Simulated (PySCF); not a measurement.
H2MgO, SMILES [OH][MgH]. Atoms are numbered in the order given.

```xyz
4

Mg     0.0000     0.0000    -0.6891
H      0.0000     0.0000    -2.3736
O      0.0000     0.0000     1.0770
H      0.0000     0.0000     2.0267
```
Charge 0, spin multiplicity 1.

Coordinates come from a B3LYP-D3(BJ)/def2-TZVPD optimisation.

All values below come from PBE0/def2-TZVPD in PySCF.

The molecule is in vacuum.

Computed frontier levels, gap, dipole moment and polarisability:
```
Property                                                                                                       Result
---------------------------------------------------------------------------------------------  ----------------------
highest occupied level                                                                                       -7.96 eV
lowest empty level                                                                                           -0.69 eV
orbital gap                                                                                                   7.28 eV
dipole moment                                                                                                  0.45 D
quadrupole, principal values (traceless, Buckingham form, about the centre of nuclear charge)   -6.68, 3.34, 3.34 D·Å
mean static polarisability                                                                       32.9 bohr³ (4.87 Å³)
polarisability, principal values                                                               31.0, 31.0, 36.6 bohr³
```
